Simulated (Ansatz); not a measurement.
Program: Ansatz. Geometries: PBE0-D4/def2-TZVP. ΔE: electronic, gas phase. CCSD(T)/CBS is the MP2 limit (def2-TZVPP, def2-QZVPP) plus CCSD(T) − MP2 in def2-TZVPP, frozen cores. Functionals use def2-TZVPP. B3LYP here is the variant with VWN-RPA as its local correlation; programs differ in this. HSE06 is defined as in plane-wave codes. For Ge outer-core shells are correlated without core-valence functions, which leaves a few kJ/mol of doubt a bond. Scalar relativity is left out up to krypton.

Reaction (ligand exchange at a B–C bond): `BC(B)=C` + `[OH][GeH3]` → `B[O][GeH3]` + `BC=C`

`BC(B)=C`:

```xyz
10

B    -0.928   -0.914   -0.821
C     0.010   -0.008    0.013
B     0.195    1.513   -0.208
C     0.719   -0.587    1.008
H    -1.591   -0.473   -1.714
H    -0.995   -2.086   -0.569
H     0.951    2.125    0.495
H    -0.400    2.096   -1.067
H     1.399   -0.015    1.638
H     0.643   -1.651    1.224
```

`[OH][GeH3]`:

Z-matrix (Å, degrees):
```
Ge
O 1 1.783
H 1 1.531 2 104.3
H 1 1.541 2 109.9 3 119.6
H 1 1.541 2 109.9 3 -119.6
H 2 0.959 1 112.7 3 180.0
```

`B[O][GeH3]`:

Cartesian coordinates in Å:
```
B -1.271 0.490 0.789
O -0.787 -0.214 -0.244
Ge 0.947 -0.423 -0.670
H -0.528 1.066 1.548
H -2.462 0.528 0.934
H 1.101 0.131 -2.091
H 1.214 -1.931 -0.620
H 1.788 0.353 0.353
```

`BC=C`:

Z-matrix (Å, degrees):
```
B
C 1 1.534
H 1 1.197 2 122.0
H 1 1.199 2 118.7 3 180.0
C 2 1.339 1 120.5 3 180.0
H 2 1.089 1 121.7 3 -0.0
H 5 1.086 2 120.6 1 0.0
H 5 1.087 2 123.0 1 -180.0
```

| level | ΔE (kcal/mol) | difference from CCSD(T)/CBS |
| --- | --- | --- |
| LDA (SPW92) | -33.2 | -1.7 |
| PBE-D4 | -31.7 | -0.2 |
| BLYP-D4 | -33.0 | -1.5 |
| r2SCAN-D4 | -32.4 | -0.9 |
| B97M-V | -32.2 | -0.7 |
| PBE0-D4 | -31.1 | 0.4 |
| B3LYP-D4 | -32.7 | -1.2 |
| r2SCANh-D4 | -32.2 | -0.7 |
| r2SCAN0-D4 | -31.9 | -0.4 |
| HSE06-D4 | -31.1 | 0.4 |
| BHLYP-D4 | -32.5 | -1.0 |
| CAM-B3LYP-D4 | -33.3 | -1.8 |
| ωB97X-V | -31.7 | -0.2 |
| ωB97M-V | -32.1 | -0.6 |
| B2PLYP | -32.8 | -1.3 |
| PBE | -31.9 | -0.4 |
| revPBE | -31.5 | 0.0 |
| r2SCAN | -32.4 | -0.9 |
| PBE0 | -31.3 | 0.2 |
| B3LYP | -33.1 | -1.6 |
| r2SCANh | -32.2 | -0.7 |
| r2SCAN0 | -31.9 | -0.4 |
| HSE06 | -31.3 | 0.2 |
| BHLYP | -32.7 | -1.2 |
| CAM-B3LYP | -33.5 | -2.0 |
| LC-ωPBE | -32.0 | -0.5 |
| RPA@PBE/def2-TZVPP | -31.9 | -0.4 |
| HF/def2-SVP | -34.2 | -2.7 |
| MP2/def2-SVP | -35.8 | -4.3 |
| CCSD/def2-SVP | -36.2 | -4.7 |
| CCSD(T)/def2-SVP | -36.4 | -4.9 |
| HF/def2-TZVPP | -32.1 | -0.6 |
| MP2/def2-TZVPP | -31.7 | -0.2 |
| SCS-MP2/def2-TZVPP | -32.1 | -0.6 |
| CCSD(T)/def2-TZVPP | -32.2 | -0.7 |
| HF/def2-QZVPP | -32.2 | -0.7 |
| MP2/def2-QZVPP | -31.3 | 0.2 |
| SCS-MP2/def2-QZVPP | -31.7 | -0.2 |
| HF/CBS(def2) | -32.2 | -0.7 |
| MP2/CBS(def2) | -31.0 | 0.5 |
| CCSD(T)/CBS | -31.5 | 0 |

Largest T1 diagnostic among the species: 0.013.

From BLYP to BHLYP (50 % exact exchange), in def2-TZVPP and without D4, ΔE moves by +0.9 kcal/mol. Leaving LDA and LC-ωPBE aside and taking each functional with its dispersion term where it has one, the values, not all of them listed here, spread over 2.5 kcal/mol, from CAM-B3LYP-D4 to revPBE-D4. LDA lies −1.3 kcal/mol from PBE without D4.
